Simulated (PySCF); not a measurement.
Ge²⁺: ionisation energy

Ge²⁺ [Ar] 3d10 4s2 (1S) → Ge³⁺ [Ar] 3d10 4s1 (2S), as a difference of total energies. Calculation: PySCF 2.14, in aug-cc-pVDZ-PP with ECP10MDF (5s4p3d, 32 functions); a scalar-relativistic core potential. Correlated levels: valence: 3s2 3p6 3d10 frozen. The calculations carry no spin-orbit coupling.

```json
{"method": "UHF", "ionisation energy (eV)": "32.211", "error (eV)": "-1.847"}
{"method": "LDA", "ionisation energy (eV)": "34.768", "error (eV)": "+0.710"}
{"method": "PBE", "ionisation energy (eV)": "34.327", "error (eV)": "+0.269"}
{"method": "PBE0", "ionisation energy (eV)": "33.988", "error (eV)": "-0.070"}
{"method": "r2SCAN", "ionisation energy (eV)": "34.051", "error (eV)": "-0.007"}
{"method": "BLYP", "ionisation energy (eV)": "34.527", "error (eV)": "+0.469"}
{"method": "B2PLYP", "ionisation energy (eV)": "33.824", "error (eV)": "-0.234"}
{"method": "BHandHLYP", "ionisation energy (eV)": "33.934", "error (eV)": "-0.124"}
{"method": "LC-wPBE", "ionisation energy (eV)": "33.965", "error (eV)": "-0.093"}
{"method": "MP2 (valence)", "ionisation energy (eV)": "32.905", "error (eV)": "-1.153"}
{"method": "SCS-MP2 (valence)", "ionisation energy (eV)": "33.044", "error (eV)": "-1.014"}
```

Reference: 34.058 eV (measured; NIST Atomic Spectra Database, ionization energies).

Errors of the correlated levels include the incompleteness of this basis and the frozen core.

MP2 underrates the near-degeneracy of ns² with np² in the lower species.
